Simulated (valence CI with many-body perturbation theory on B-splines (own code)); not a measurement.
## Tb XXV: magnetic and hyperfine properties of the levels

Calculated by configuration interaction combined with many-body perturbation theory (CI+MBPT): five valence electrons over a frozen Dirac-Fock core [Kr], a basis of 7 s, 7 p, 8 d, 6 f, 4 g, 1 h functions for each j, with the one-electron correlation potential Σ1 (screened to all orders), the two-electron term Σ2, the three-electron term Σ3, Breit, model QED; selected single and double excitations, second order for the rest, scaled by the run's own slope (own B-spline code, finite nucleus).

No measured levels were compared; by estimate terms of the open shell hold to 2 to 4 % of their energy, and close levels can change places. Among the levels kept, up to 270 cm⁻¹ of a level comes from second order outside the variational space, and about a tenth of that is noise between levels of different J, which matters for small intervals. The list stops below the first excitations out of the core.

A/g_I is the dipole constant over the nuclear g factor μ/I (μ in nuclear magnetons, uniformly magnetised nucleus), B/Q the quadrupole constant per barn. Both hold the static response of the core; the bare values leave it out. Large factors of s and p1/2 electrons are usually good to 5 to 10 %; those of open d and f shells near neutrality can be off by tens of per cent, and small factors of p3/2, d and f electrons come from cancelling terms and can be off by a factor of two or in sign, in half-filled shells by more. B is blank for J = 1/2, where it vanishes, and for nearly pure S terms. Energies count from the lowest level.

Levels are named by their leading jj configuration (3d3/2^4 stands for four electrons in 3d with j = 3/2), which in mixed levels can hold well under half, so a name can repeat and another be missing. Letters in brackets count levels of one name in rising energy.

| Level | E (cm⁻¹) | g | A/g_I (MHz) | A/g_I bare | B/Q (MHz/b) | B/Q bare |
| --- | --- | --- | --- | --- | --- | --- |
| (4d3/2^4 4d5/2) J=5/2 | 0 | 1.626 | 1890 | 2830 | 4660 | 4420 |
| (4d3/2^3 4d5/2^2) J=5/2 [a] | 44926 | 1.211 | 3640 | 3870 | 6290 | 6000 |
| (4d3/2^3 4d5/2^2) J=7/2 [a] | 73046 | 1.145 | 5710 | 5820 | 9770 | 9350 |
| (4d3/2^3 4d5/2^2) J=3/2 [a] | 75764 | 1.258 | 6400 | 6690 | 7990 | 7650 |
| (4d3/2^3 4d5/2^2) J=11/2 | 78594 | 1.150 | 7000 | 7100 | -150 | -183 |
| (4d3/2^3 4d5/2^2) J=9/2 | 85925 | 1.156 | 6300 | 6420 | 8940 | 8550 |
| (4d3/2^3 4d5/2^2) J=5/2 [b] | 88504 | 1.131 | 6200 | 6280 | 1870 | 1800 |
| (4d3/2^3 4d5/2^2) J=1/2 | 93511 | 1.801 | -3530 | -2270 |  |  |
| (4d3/2^3 4d5/2^2) J=7/2 [b] | 105190 | 1.126 | 7330 | 7400 | -7780 | -7440 |
| (4d3/2^2 4d5/2^3) J=5/2 [a] | 116920 | 1.221 | 3850 | 4100 | 102 | 97.0 |
| (4d3/2^2 4d5/2^3) J=7/2 [a] | 128780 | 1.210 | 5060 | 5280 | -2900 | -2790 |
| (4d3/2^3 4d5/2^2) J=3/2 [b] | 129700 | 0.798 | 12600 | 12100 | -7990 | -7650 |
| (4d3/2^2 4d5/2^3) J=11/2 | 132690 | 1.062 | 7300 | 7250 | 456 | 444 |
| (4d3/2^2 4d5/2^3) J=9/2 [a] | 137970 | 1.148 | 6120 | 6230 | -1710 | -1650 |
| (4d3/2^2 4d5/2^3) J=1/2 [a] | 139970 | 0.673 | 16700 | 16000 |  |  |
| (4d3/2^2 4d5/2^3) J=3/2 [a] | 146010 | 1.197 | 5900 | 6090 | 763 | 723 |
| (4d3/2^2 4d5/2^3) J=13/2 | 146020 | 1.075 | 7650 | 7630 | -8.22 | 1.14 |
| (4d3/2^2 4d5/2^3) J=5/2 [b] | 150730 | 1.013 | 8250 | 8120 | -2090 | -1980 |
| (4d3/2^2 4d5/2^3) J=9/2 [b] | 165290 | 1.109 | 6900 | 6940 | 780 | 748 |
| (4d3/2^2 4d5/2^3) J=7/2 [b] | 169200 | 0.990 | 9370 | 9200 | -627 | -600 |
| (4d3/2^2 4d5/2^3) J=5/2 [c] | 172060 | 1.036 | 8000 | 7910 | 2300 | 2190 |
| (4d3/2^2 4d5/2^3) J=3/2 [b] | 179520 | 0.806 | 12000 | 11500 | 844 | 827 |
| (4d3/2^2 4d5/2^3) J=7/2 [c] | 187620 | 1.061 | 8350 | 8300 | 1910 | 1830 |
| (4d3/2^2 4d5/2^3) J=1/2 [b] | 187670 | 1.865 | -3990 | -2620 |  |  |
| (4d3/2 4d5/2^4) J=5/2 [a] | 195180 | 1.224 | 3490 | 3740 | -5570 | -5320 |
| (4d3/2^2 4d5/2^3) J=9/2 [c] | 204300 | 1.102 | 6990 | 7020 | 6590 | 6330 |
| (4d3/2 4d5/2^4) J=7/2 [a] | 214290 | 1.195 | 5230 | 5420 | -13100 | -12600 |
| (4d3/2 4d5/2^4) J=11/2 | 221140 | 1.068 | 7470 | 7440 | -280 | -218 |
| (4d3/2 4d5/2^4) J=3/2 [a] | 224590 | 0.891 | 8290 | 7950 | -8570 | -8200 |
| (4d3/2 4d5/2^4) J=5/2 [b] | 236580 | 1.129 | 6170 | 6240 | 6630 | 6360 |
| (4d3/2 4d5/2^4) J=9/2 | 241040 | 1.111 | 6610 | 6650 | -14600 | -13900 |
| (4d3/2^2 4d5/2^3) J=3/2 [c] | 244760 | 1.216 | 5970 | 6190 | -5580 | -5360 |
| (4d3/2^2 4d5/2^3) J=5/2 [d] | 250190 | 1.108 | 6190 | 6230 | -1400 | -1320 |
| (4d3/2 4d5/2^4) J=7/2 [b] | 256040 | 0.971 | 8760 | 8550 | 12800 | 12300 |
| (4d3/2 4d5/2^4) J=1/2 | 280770 | 0.987 | -323 | -460 |  |  |
| (4d5/2^5) J=5/2 | 312410 | 1.166 | 5200 | 5340 | -12800 | -12200 |
| (4d3/2 4d5/2^4) J=3/2 [b] | 313800 | 0.882 | 12300 | 11900 | 12600 | 12000 |

Problem. Take the isotope of mass number 159, with I = 3/2, μ = 2.009 μN, leaving out the quadrupole term. What is the hyperfine structure of (4d3/2^3 4d5/2^2) J=5/2 [a]?

Solution. From the table A = 4870 MHz. Shifts from the centre of gravity in MHz: F = 1: -25600, F = 2: -15800, F = 3: -1220, F = 4: 18300.
